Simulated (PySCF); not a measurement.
## Electron correlation in Hf⁺ (hafnium, charge +1)

[Xe] 4f14 5d1 6s1 6p1, one real determinant (an excited configuration). Computed with PySCF 2.14 in x2c-TZVPPall (11s7p7d3f1g, 97 functions), with scalar relativity by spin-free X2C-1e. Frozen: [Kr] 4d10 4f14; 11 electrons correlated.

```csv
level,correlation energy (mhartree)
CCSD,-187.30
(T),-3.40
CCSD(T),-190.70
```

Diagnostics: T1 = 0.019, D1 = 0.0874, largest double amplitude 0.055.

The real determinant used has ⟨L²⟩ near 8 against 12 for a pure F term, so it mixes terms. Spin-orbit coupling, absent here, splits the open shell strongly.

Cost of the coupled-cluster step: of the order of 16 core-seconds, for 11 correlated electrons.

Iterations:

```
CC2 = 0
CCSD nocc = (np.int64(7), np.int64(4)), nmo = (67, 67)
frozen orbitals [[0, 1, 2, 3, 4, 5, 6, 7, 8, 9, 10, 11, 12, 13, 14, 15, 16, 17, 18, 19, 20, 21, 22, 27, 28, 29, 30, 31, 32, 33], [0, 1, 2, 3, 4, 5, 6, 7, 8, 9, 10, 11, 12, 13, 14, 15, 16, 17, 18, 19, 20, 21, 22, 27, 28, 29, 30, 31, 32, 33]]
max_cycle = 100
direct = 0
conv_tol = 1e-08
conv_tol_normt = 1e-06
diis_space = 8
diis_start_cycle = 0
Init t2, MP2 energy = -0.175845472707002
Init E_corr(UCCSD) = -0.175845472707856
cycle = 1  E_corr(UCCSD) = -0.18401679390274  dE = -0.00817132119  norm(t1,t2) = 0.0353099
cycle = 2  E_corr(UCCSD) = -0.186101880869534  dE = -0.00208508697  norm(t1,t2) = 0.0161056
cycle = 3  E_corr(UCCSD) = -0.187191771580462  dE = -0.00108989071  norm(t1,t2) = 0.0110431
cycle = 4  E_corr(UCCSD) = -0.187101057735527  dE = 9.07138449e-05  norm(t1,t2) = 0.00699819
cycle = 5  E_corr(UCCSD) = -0.187234798497769  dE = -0.000133740762  norm(t1,t2) = 0.00348059
cycle = 6  E_corr(UCCSD) = -0.187325583220577  dE = -9.07847228e-05  norm(t1,t2) = 0.00148742
cycle = 7  E_corr(UCCSD) = -0.18729470038915  dE = 3.08828314e-05  norm(t1,t2) = 0.000848976
cycle = 8  E_corr(UCCSD) = -0.18730243144348  dE = -7.73105433e-06  norm(t1,t2) = 0.000442044
cycle = 9  E_corr(UCCSD) = -0.187302732614441  dE = -3.01170961e-07  norm(t1,t2) = 0.000133914
cycle = 10  E_corr(UCCSD) = -0.187302307587175  dE = 4.25027266e-07  norm(t1,t2) = 4.09525e-05
cycle = 11  E_corr(UCCSD) = -0.187302583146672  dE = -2.75559497e-07  norm(t1,t2) = 1.48553e-05
cycle = 12  E_corr(UCCSD) = -0.187302373588244  dE = 2.09558428e-07  norm(t1,t2) = 7.12032e-06
cycle = 13  E_corr(UCCSD) = -0.187302270586503  dE = 1.03001741e-07  norm(t1,t2) = 5.00377e-06
cycle = 14  E_corr(UCCSD) = -0.187302269193205  dE = 1.39329787e-09  norm(t1,t2) = 5.28858e-06
cycle = 15  E_corr(UCCSD) = -0.187302235212947  dE = 3.39802589e-08  norm(t1,t2) = 4.81325e-06
cycle = 16  E_corr(UCCSD) = -0.187302303271742  dE = -6.80587957e-08  norm(t1,t2) = 3.28856e-06
cycle = 17  E_corr(UCCSD) = -0.187302287918019  dE = 1.53537232e-08  norm(t1,t2) = 1.6187e-06
cycle = 18  E_corr(UCCSD) = -0.187302294043164  dE = -6.12514492e-09  norm(t1,t2) = 1.90351e-06
cycle = 19  E_corr(UCCSD) = -0.187302274430403  dE = 1.96127609e-08  norm(t1,t2) = 1.30348e-06
cycle = 20  E_corr(UCCSD) = -0.187302273041327  dE = 1.3890763e-09  norm(t1,t2) = 8.63062e-07
UCCSD converged
E(UCCSD) = -15073.2767467115  E_corr = -0.1873022730413267
UCCSD(T) correction = -0.00339847178365888
```

The basis was made for the ground configuration and has no added diffuse functions, which can raise the energy of the promoted electron.

The reference is one real determinant that mixes LS terms of this configuration.

This basis was not built for core-valence correlation, so the inner-shell part is incomplete.
